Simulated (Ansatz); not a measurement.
Al₁₂P₁₂⁺, a nanocrystal cut from wurtzite AlP (bare). The state is a doublet with charge 1. Geometry r2SCAN-D4/def2-SVP; atoms count from 1.

Cartesian coordinates in Å:
```
P 2.885 0.025 -3.409
Al 2.402 -1.918 -2.283
Al 2.018 0.760 -1.271
P 2.532 -1.290 -0.032
P 1.910 1.926 0.846
Al 1.572 -0.247 1.929
Al 0.841 2.381 2.878
P 1.407 0.588 4.195
P 0.928 -3.694 -2.179
Al 0.378 -2.385 -0.198
P -0.109 -1.957 2.113
Al -0.640 -0.392 3.784
Al 0.640 0.391 -3.784
P 0.109 1.957 -2.113
Al -0.378 2.386 0.198
P -0.929 3.694 2.180
P -1.407 -0.588 -4.195
Al -0.840 -2.381 -2.877
Al -1.572 0.248 -1.929
P -1.910 -1.925 -0.846
P -2.531 1.292 0.032
Al -2.017 -0.760 1.271
Al -2.403 1.917 2.283
P -2.885 -0.026 3.408
```

Single mean-field runs in def2-SVP are fitted with def2-universal-jkfit.

(1) Estimate the Mulliken populations from the PBE0/def2-SVP orbitals of Ansatz.

(2) Where does the spin sit?

(3) And the Mayer bond orders between heavy atoms (over 0.3, the first 40 of 42)?

Answers

(1) 
| atom | charge (e) | spin (α − β) |
| --- | --- | --- |
| P1 | -0.40 | 0.03 |
| Al2 | 0.58 | -0.01 |
| Al3 | 0.60 | -0.01 |
| P4 | -0.61 | 0.15 |
| P5 | -0.60 | 0.15 |
| Al6 | 0.60 | -0.01 |
| Al7 | 0.58 | -0.01 |
| P8 | -0.40 | 0.03 |
| P9 | -0.39 | 0.16 |
| Al10 | 0.58 | -0.02 |
| P11 | -0.62 | 0.03 |
| Al12 | 0.58 | 0.01 |
| Al13 | 0.58 | 0.01 |
| P14 | -0.62 | 0.04 |
| Al15 | 0.58 | -0.02 |
| P16 | -0.39 | 0.16 |
| P17 | -0.40 | 0.03 |
| Al18 | 0.58 | -0.01 |
| Al19 | 0.60 | -0.01 |
| P20 | -0.60 | 0.15 |
| P21 | -0.61 | 0.15 |
| Al22 | 0.60 | -0.01 |
| Al23 | 0.58 | -0.01 |
| P24 | -0.40 | 0.03 |
Mulliken values depend strongly on the basis.

(2) Summed by element: P 1.08, Al -0.08, of 1 unpaired in all. Largest on single atoms: P16 0.16, P9 0.16, P5 0.15.

(3) P1–Al2 0.97 (2.30 Å); P1–Al3 0.76 (2.42 Å); P1–Al13 0.95 (2.31 Å); Al2–P4 0.65 (2.34 Å); Al2–P9 0.94 (2.31 Å); Al3–P4 0.68 (2.45 Å); Al3–P5 0.55 (2.42 Å); Al3–P14 0.74 (2.41 Å); P4–Al6 0.55 (2.42 Å); P4–Al10 0.72 (2.42 Å); P5–Al6 0.68 (2.45 Å); P5–Al7 0.66 (2.34 Å); P5–Al15 0.72 (2.42 Å); Al6–P8 0.76 (2.42 Å); Al6–P11 0.74 (2.40 Å); Al7–P8 0.97 (2.30 Å); Al7–P16 0.94 (2.31 Å); P8–Al12 0.95 (2.31 Å); P9–Al10 0.72 (2.44 Å); P9–Al18 0.94 (2.31 Å); Al10–P11 0.58 (2.40 Å); Al10–P20 0.72 (2.42 Å); P11–Al12 0.63 (2.35 Å); P11–Al22 0.74 (2.41 Å); Al12–P24 0.95 (2.31 Å); Al13–P14 0.63 (2.35 Å); Al13–P17 0.95 (2.31 Å); P14–Al15 0.58 (2.40 Å); P14–Al19 0.74 (2.40 Å); Al15–P16 0.72 (2.44 Å); Al15–P21 0.72 (2.42 Å); P16–Al23 0.93 (2.31 Å); P17–Al18 0.97 (2.30 Å); P17–Al19 0.76 (2.42 Å); Al18–P20 0.66 (2.34 Å); Al19–P20 0.68 (2.45 Å); Al19–P21 0.55 (2.42 Å); P20–Al22 0.55 (2.42 Å); P21–Al22 0.68 (2.45 Å); P21–Al23 0.66 (2.34 Å).
